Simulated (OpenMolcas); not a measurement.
Ta2+: effect of the basis set

- Program: OpenMolcas 26.06
- Method: CASSCF
- Active space: 3 electrons in 5 orbitals (5d)
- State averaging: 2S+1 = 4 even, 10 roots; 2S+1 = 2 even, 40 roots
- Spin-orbit coupling: state interaction with AMFI integrals over the reference wave functions, term energies averaged over their components

A. ANO-R1 [7s5p4d2f], X2C, finite nucleus; cost about 14 core-seconds
B. ANO-RCC-VDZP [7s6p4d2f1g], DKH2, point nucleus; cost about 10 core-seconds
C. ANO-R2 [8s6p5d3f1g], X2C, finite nucleus; cost about 14 core-seconds
D. ANO-RCC-VTZP [8s7p5d3f2g1h], DKH2, point nucleus; cost of the order of 13 core-seconds
E. ANO-R3 [9s7p6d4f3g2h], X2C, finite nucleus; cost roughly 30 core-seconds
F. ANO-RCC-VQZP [9s8p6d4f3g2h], DKH2, point nucleus; cost of the order of 22 core-seconds

Energies in cm⁻¹ above 5d³ ⁴F_3/2.

```csv
Level,A,B,C,D,E,F
5d³ ⁴F_3/2,0.0,0.0,0.0,0.0,0.0,0.0
5d³ ⁴F_5/2,2486,2594,2395,2322,2361,2409
5d³ ⁴F_7/2,5088,5244,4920,4790,4859,4949
5d³ ⁴F_9/2,7479,7608,7265,7109,7191,7311
5d³ ⁴P_3/2 [57 %],11629,11174,11626,11679,11664,11719
5d³ ⁴P_1/2,12519,12153,12478,12488,12501,12575
5d³ ²G_7/2,14740,14377,14631,14602,14633,14759
5d³ ⁴P_5/2,16067,15806,15914,15836,15896,16031
5d³ ²D_3/2(1) [50 %],18358,17943,18218,18166,18211,18362
5d³ ²P_1/2,19415,18994,19271,19209,19264,19426
5d³ ²H_11/2,20613,20153,20473,20409,20470,20643
5d³ ²D_5/2(1),22623,22133,22462,22383,22454,22646
5d³ ²P_3/2 [58 %],25043,24671,24807,24651,24769,25011
5d³ ²F_7/2,29318,28451,29227,29216,29258,29444
5d³ ²F_5/2,29557,28631,29483,29489,29521,29700
5d³ ²D_5/2(2),44127,42697,44049,44063,44110,44376
5d³ ²D_3/2(2),44501,43022,44441,44468,44509,44767
```

Among A to F the level of the table that moves most is 5d³ ²D_3/2(2), by 1700 cm-1 (lowest in B, highest in F).

Configurations with an s electron lie low in 5d ions of this charge, fall among these levels and mix in, so low-spin terms can stand far too high, up to twice their true height, and weights are not those of the real levels. Without dynamic correlation excited terms often stand tens of per cent too high (terms of higher spin than the ground term too low), and those without a measured partner can miss by more than the paired ones. Only configurations of the active space appear. The table leaves out levels that lie high or whose names do not pair safely across all columns.

A share in square brackets marks a mixed level and gives the weight of the term that names it, the lowest over the columns. A number in round brackets counts repeated terms of one configuration in the order of the reference energies.
